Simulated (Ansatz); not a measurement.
Input (CCSDT(Q)/cc-pV(Q+d)Z; Ansatz, a first-principles code): A basis named .json is the Basis Set Exchange file of that set.

Ansatz 0.2 input:
```yaml
crystal:
  periodic: [false, false, false]
  atoms:
    - {symbol: Cl, position_ang: [0.00000000, 0.00000000, 0.00000000]}
basis:
  gaussian:
    orbitals: cc-pV_Q+d_Z.json
magnetization: {spin_polarized: true, initial_magnetization: 1}
correlation: {method: ccsdt_q, electrons: outside_noble_gas}
scf: {lower_state_search: full}
```

Output:

```
Functional definition: HF
integrals: 0.07 GiB planned
619 factors; integrals over basis functions are off by at most 2.6e-8 eV
mean field: 0.12 GiB planned
mean field evaluation 1: about -12503.1051 eV, gradient 6.0e0 eV
mean field evaluation 2: about -12503.1052 eV, gradient 6.0e0 eV
mean field evaluation 4: about -12503.3338 eV, gradient 5.9e-1 eV
mean field evaluation 8: about -12503.3370 eV, gradient 5.4e-4 eV
mean field evaluation 16: about -12503.3370 eV, gradient 4.4e-2 eV
mean field evaluation 32: about -12503.3370 eV, gradient 3.9e-3 eV
mean field evaluation 64: about -12503.3370 eV, gradient 1.5e-6 eV
mean field -12503.33699422 eV, -459.4891594714 hartree, gradient 1.6e-6 eV, S^2 0.760527; 6 other end points of the search recorded, 0 dependent functions left out
5 core orbitals not correlated
reference -12503.33699422 eV, -459.4891594714 hartree; 4, 3 occupied and 55, 56 virtual orbitals, 619 factors
second order -4.77548513 eV of doubles, -0.00000000 eV of singles
coupled cluster: 0.57 GiB planned
cycle   1  -5.24110782 eV  change   -4.7e-1 eV  update   5.1e-2
cycle   2  -5.60726139 eV  change   -3.7e-1 eV  update   2.0e-2
cycle   3  -5.61198539 eV  change   -4.7e-3 eV  update   5.5e-3
cycle   4  -5.60779092 eV  change    4.2e-3 eV  update   2.1e-3
cycle   5  -5.60761125 eV  change    1.8e-4 eV  update   4.7e-4
cycle   6  -5.60739430 eV  change    2.2e-4 eV  update   2.1e-4
cycle   7  -5.60739290 eV  change    1.4e-6 eV  update   7.5e-5
cycle   8  -5.60752805 eV  change   -1.4e-4 eV  update   2.5e-5
cycle   9  -5.60750024 eV  change    2.8e-5 eV  update   7.6e-6
cycle  10  -5.60749781 eV  change    2.4e-6 eV  update   1.9e-6
cycle  11  -5.60749697 eV  change    8.4e-7 eV  update   5.8e-7
perturbative correction -0.00642208 eV, -0.0002360070 hartree
Total energy: -12508.95091327 eV, -459.6954671911 hartree
```
